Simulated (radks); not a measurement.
The numbers below are computed, except where a source is named.
The caesium ion Cs5+, configuration [Kr] 4d10 5s2 5p2 (the NIST ground configuration). Level of theory: Dirac Kohn-Sham, PBE, spin-unpolarised, spherical densities, point nucleus; open shells are shared between the two j in proportion to 2j + 1 (a radial shooting solver on a logarithmic mesh with Libxc functionals).

Spin-orbit splittings of the eigenvalues, e(l+1/2) - e(l-1/2), with zeta = 2 splitting/(2l+1) and mean radii in bohr:

| shell | occ. | splitting (eV) | zeta (eV) | <r> j=l-1/2 | <r> j=l+1/2 |
|---|---|---|---|---|---|
| 2p | 6 | 352.3 | 234.9 | 0.09403 | 0.09992 |
| 3p | 6 | 67.54 | 45.02 | 0.2886 | 0.3004 |
| 3d | 10 | 14.34 | 5.736 | 0.2713 | 0.2750 |
| 4p | 6 | 13.83 | 9.223 | 0.7190 | 0.7461 |
| 4d | 10 | 2.319 | 0.9278 | 0.8232 | 0.8330 |
| 4f | 0 | 0.1804 | 0.05153 | 1.264 | 1.272 |
| 5p | 2 | 2.353 | 1.568 | 1.761 | 1.818 |
